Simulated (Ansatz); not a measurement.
Consider the substitution at a C–Zn bond: `FC[CH2][ZnH]` + `OCF` → `FCCOCF` + `[ZnH2]`.

Isolated molecules relaxed with PBE0-D4/def2-TZVP in Ansatz; ΔE leaves out vibrations. CCSD(T)/CBS adds triple-zeta CCSD(T) − MP2 to the extrapolated MP2 energy (def2 sets, frozen cores). DFT in def2-TZVPP. B3LYP here is the variant with VWN-RPA as its local correlation; programs differ in this. HSE06 is defined as in plane-wave codes. For Zn outer-core shells are correlated without core-valence functions, which leaves a few kJ/mol of doubt a bond. Scalar relativity is left out up to krypton. Each species was taken in one conformer, which may not be the lowest.

`FC[CH2][ZnH]`:

Cartesian coordinates in Å:
```
F 0.930 -0.504 1.275
C 1.076 0.123 0.006
C -0.272 0.342 -0.617
Zn -1.568 -0.552 0.569
H 1.623 1.047 0.208
H 1.710 -0.549 -0.576
H -0.526 1.402 -0.690
H -0.332 -0.082 -1.622
H -2.641 -1.227 1.447
```

`OCF`:

Z-matrix (Å, degrees):
```
C
F 1 1.381
O 1 1.370 2 111.1
H 1 1.091 2 107.8 3 -117.4
H 1 1.096 2 106.3 3 123.2
H 3 0.962 1 109.3 2 70.7
```

`FCCOCF`:

```xyz
12

F     1.682   -1.273    1.238
C     0.488   -0.669    1.575
C     0.051    0.278    0.499
O    -0.354   -0.465   -0.633
C    -0.487    0.269   -1.773
F    -1.572    1.124   -1.693
H    -0.260   -1.454    1.720
H     0.632   -0.124    2.512
H    -0.780    0.888    0.874
H     0.879    0.949    0.235
H    -0.670   -0.426   -2.594
H     0.391    0.902   -1.961
```

`[ZnH2]`:

```xyz
3

Zn    0.000    0.000    0.000
H    -0.083   -1.208    0.959
H     0.083    1.208   -0.959
```

| level | ΔE (kJ/mol) | difference from CCSD(T)/CBS |
| --- | --- | --- |
| LDA (SPW92) | 57.8 | -8.4 |
| PBE-D4 | 62.6 | -3.6 |
| revPBE-D4 | 59.5 | -6.7 |
| r2SCAN-D4 | 61.0 | -5.2 |
| B97M-V | 49.3 | -16.9 |
| PBE0-D4 | 60.4 | -5.8 |
| B3LYP-D4 | 56.1 | -10.1 |
| r2SCANh-D4 | 60.6 | -5.6 |
| r2SCAN0-D4 | 60.0 | -6.2 |
| HSE06-D4 | 60.7 | -5.5 |
| BHLYP-D4 | 52.6 | -13.6 |
| ωB97X-V | 54.7 | -11.5 |
| ωB97M-V | 59.8 | -6.4 |
| PBE-QIDH | 63.6 | -2.6 |
| PBE | 63.8 | -2.4 |
| revPBE | 64.9 | -1.3 |
| BLYP | 59.7 | -6.5 |
| r2SCAN | 61.6 | -4.6 |
| PBE0 | 61.6 | -4.6 |
| B3LYP | 57.6 | -8.6 |
| r2SCANh | 61.3 | -4.9 |
| r2SCAN0 | 60.7 | -5.5 |
| HSE06 | 61.7 | -4.5 |
| BHLYP | 52.7 | -13.5 |
| CAM-B3LYP | 53.9 | -12.3 |
| LC-ωPBE | 61.4 | -4.8 |
| RPA@PBE/def2-TZVPP | 55.2 | -11.0 |
| HF/def2-SVP | 41.6 | -24.6 |
| MP2/def2-SVP | 63.7 | -2.5 |
| CCSD/def2-SVP | 54.1 | -12.1 |
| CCSD(T)/def2-SVP | 54.1 | -12.1 |
| HF/def2-TZVPP | 39.8 | -26.4 |
| MP2/def2-TZVPP | 70.6 | 4.4 |
| SCS-MP2/def2-TZVPP | 62.5 | -3.7 |
| CCSD/def2-TZVPP | 58.9 | -7.3 |
| CCSD(T)/def2-TZVPP | 61.1 | -5.1 |
| HF/def2-QZVPP | 39.8 | -26.4 |
| MP2/def2-QZVPP | 73.6 | 7.4 |
| HF/CBS(def2) | 39.8 | -26.4 |
| CCSD/CBS(def2) | 64.0 | -2.2 |
| CCSD(T)/CBS | 66.2 | 0 |

Largest T1 diagnostic among the species: 0.016.

Leaving LDA and LC-ωPBE aside and taking each functional with its dispersion term where it has one, the values spread over 14.3 kJ/mol, from B97M-V to PBE-QIDH. LDA lies −6.0 kJ/mol from PBE without D4. From BLYP to BHLYP (50 % exact exchange), in def2-TZVPP and without D4, ΔE moves by −7.0 kJ/mol.

CCSD(T)/CBS has its own doubt, a few kJ/mol and more with outer-core shells, so smaller differences from it don't rank the levels.
